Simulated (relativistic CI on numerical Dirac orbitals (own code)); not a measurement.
# Electric-dipole lines of I42+

Computed by Dirac-Coulomb-Breit CI, separate exchange-only KLI orbitals for each configuration, a model potential for QED, unscaled Slater integrals (own radial code, finite nucleus).

Configurations in the expansion (outside the closed core [Ne]): 3s, 3p, 3d, 4s, 4p, 4d, 4f, 5s, 5p, 5d, 5f, 5g, 6s, 6p, 6d. Levels of other configurations are missing.

| λ vac (Å) | Lower | Upper | A (s⁻¹) | log gf | S velocity/length |
| --- | --- | --- | --- | --- | --- |
| 6.2492 | 3p ²P°3/2 [3] | 5d ²D5/2 [17] | 1.28e+13 | -0.35 | 0.98 |
| 6.6217 | 3d ²D3/2 [4] | 5f ²F°5/2 [18] | 1.69e+13 | -0.18 | 0.99 |
| 6.6783 | 3d ²D5/2 [5] | 5f ²F°7/2 [19] | 1.77e+13 | -0.02 | 0.99 |
| 8.1312 | 3s ²S1/2 [1] | 4p ²P°3/2 [8] | 9.11e+12 | -0.44 | 1.01 |
| 8.4111 | 3p ²P°1/2 [2] | 4d ²D3/2 [9] | 1.95e+13 | -0.08 | 0.99 |
| 8.8386 | 3p ²P°3/2 [3] | 4d ²D5/2 [10] | 2.41e+13 | 0.23 | 0.99 |
| 9.5105 | 3d ²D3/2 [4] | 4f ²F°5/2 [11] | 4.71e+13 | 0.58 | 1.00 |
| 9.6161 | 3d ²D5/2 [5] | 4f ²F°7/2 [12] | 4.98e+13 | 0.74 | 1.00 |
| 13.047 | 4p ²P°3/2 [8] | 6d ²D5/2 [26] | 2.94e+12 | -0.35 | 0.99 |
| 18.199 | 4s ²S1/2 [6] | 5p ²P°3/2 [15] | 1.98e+12 | -0.41 | 1.00 |
| 18.677 | 4p ²P°1/2 [7] | 5d ²D3/2 [16] | 3.58e+12 | -0.13 | 0.99 |
| 19.503 | 4p ²P°3/2 [8] | 5d ²D5/2 [17] | 4.63e+12 | 0.20 | 1.00 |
| 20.626 | 4d ²D3/2 [9] | 5f ²F°5/2 [18] | 8.23e+12 | 0.50 | 1.01 |
| 20.833 | 4d ²D5/2 [10] | 5f ²F°7/2 [19] | 8.79e+12 | 0.66 | 1.01 |
| 21.674 | 4f ²F°5/2 [11] | 5g ²G7/2 [20] | 1.42e+13 | 0.90 | 1.00 |
| 21.760 | 4f ²F°7/2 [12] | 5g ²G9/2 [21] | 1.46e+13 | 1.02 | 1.00 |
| 34.903 | 5p ²P°1/2 [14] | 6d ²D3/2 [25] | 9.94e+11 | -0.14 | 0.99 |
| 36.316 | 5p ²P°3/2 [15] | 6d ²D5/2 [26] | 1.32e+12 | 0.20 | 1.00 |
| 61.151 | 3p ²P°1/2 [2] | 3d ²D3/2 [4] | 1.53e+11 | -0.46 | 1.05 |
| 70.250 | 3s ²S1/2 [1] | 3p ²P°3/2 [3] | 1.43e+11 | -0.37 | 1.00 |
| 87.693 | 3p ²P°3/2 [3] | 3d ²D5/2 [5] | 6.30e+10 | -0.36 | 1.06 |
| 157.13 | 4p ²P°1/2 [7] | 4d ²D3/2 [9] | 3.88e+10 | -0.24 | 1.00 |
| 171.27 | 4s ²S1/2 [6] | 4p ²P°3/2 [8] | 3.42e+10 | -0.22 | 1.00 |
| 227.66 | 4p ²P°3/2 [8] | 4d ²D5/2 [10] | 1.55e+10 | -0.14 | 0.99 |
| 317.96 | 5p ²P°1/2 [14] | 5d ²D3/2 [16] | 1.29e+10 | -0.11 | 1.00 |
| 340.80 | 5s ²S1/2 [13] | 5p ²P°3/2 [15] | 1.11e+10 | -0.11 | 1.00 |
| 462.02 | 5p ²P°3/2 [15] | 5d ²D5/2 [17] | 5.09e+09 | -0.01 | 1.00 |
| 560.57 | 6p ²P°1/2 [23] | 6d ²D3/2 [25] | 5.17e+09 | -0.01 | 1.01 |
| 596.62 | 6s ²S1/2 [22] | 6p ²P°3/2 [24] | 4.43e+09 | -0.02 | 1.01 |
| 815.40 | 6p ²P°3/2 [24] | 6d ²D5/2 [26] | 2.04e+09 | 0.09 | 1.01 |

Terms are leading LS components. Brackets give the number of a level in order of energy, since labels repeat. The list gives strong lines, with weight on those to low levels. Levels whose partners in the same complex of configurations lie outside the list can be far off, and so can their lines. Rates are taken at the computed energies, electric ones in the length gauge. A velocity-to-length ratio far from 1 marks an uncertain rate.

At this charge energies of transitions that change n are usually good to better than 1 %, and those within a shell (Δn = 0) to a few per cent.

Problem. From the table, what is the radiative lifetime of 5d ²D5/2?

Solution. The listed rates from this level add up to about 1.74e+13 s⁻¹, 98 % of its decay; with all channels τ = 5.65e-14 s.
